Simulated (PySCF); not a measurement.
An unknown gives this computed stick spectrum. Level of theory: TDDFT CAM-B3LYP/def2-SVPD, vertical, gas phase, core orbitals frozen in the response (PySCF 2.14.0, density-fitted response routines). Geometries: PBE0-D3(BJ)/def2-SVP, one conformer each.

| state | ν̃ (cm⁻¹) | f | main configurations (H = HOMO, L = LUMO) |
| --- | --- | --- | --- |
| S1 | 49570 | 0.088 | H→L (95%) |
| S2 | 54910 | 0.016 | H→L+2 (58%), H-1→L (35%) |
| S3 | 56790 | 0.0039 | H→L+1 (65%), H→L+3 (29%) |
| S4 | 60440 | 0.417 | H-1→L (51%), H→L+2 (28%), H-1→L+2 (8%) |
| S5 | 61670 | 0.0080 | H-2→L (63%), H-3→L (15%), H-2→L+2 (10%) |
| S6 | 62210 | 0.0042 | H→L+3 (55%), H→L+1 (23%) |
| S7 | 64270 | 0.044 | H-4→L (44%), H→L+6 (12%) |
| S8 | 64670 | 0.035 | H→L+4 (45%), H→L+7 (16%), H-4→L (14%) |
| S9 | 65300 | 0.012 | H-3→L (56%), H-2→L (14%), H-3→L+2 (8%) |
| S10 | 65780 | 0.052 | H→L+6 (32%), H-4→L (16%), H→L+8 (10%) |

Orbital energies (eV): HOMO-3 -11.28, HOMO-2 -10.80, HOMO-1 -10.38, HOMO -9.04, LUMO 0.09, LUMO+1 0.59, LUMO+2 1.07.

**Question.** Which candidate is it?
A. `CN(C)C(=O)C1CC1`
B. `c1ccc2scnc2c1`
C. `O=S(=O)(O)c1ccoc1`

**Answer.** C. Its S1, at 6.15 eV, is the highest among the candidates; the nearest of the others has S1 at 5.84 eV. S1 is HOMO→LUMO (95%). Löwdin shares by element: HOMO carbon 83% (atoms not listed hold the other 17%); LUMO carbon 54% or more, oxygen 17% or more (atoms not listed hold the other 29%). At the same level the other candidates give, for their lowest levels:
- `c1ccc2scnc2c1`: 4.94 eV (f 0.022); 5.33 eV (f 0.091); 5.41 eV (f 0.001); 5.79 eV (f 0.000); 5.99 eV (f 0.163); T1 3.67 eV; HOMO -8.13, LUMO -0.16 eV
- `CN(C)C(=O)C1CC1`: 5.84 eV (f 0.000); 6.54 eV (f 0.036); 6.84 eV (f 0.249); 7.39 eV (f 0.012); 7.51 eV (f 0.006); T1 5.16 eV; HOMO -8.28, LUMO 1.15 eV

Conformer computed: `[O:1]=[S:2](=[O:3])([OH:4])[c:5]1[cH:6][cH:7][o:8][cH:9]1`: O1–S2–C5–C6 -165°, H–O4–S2–O1 137°.
Triplets come from the Tamm–Dancoff approximation.
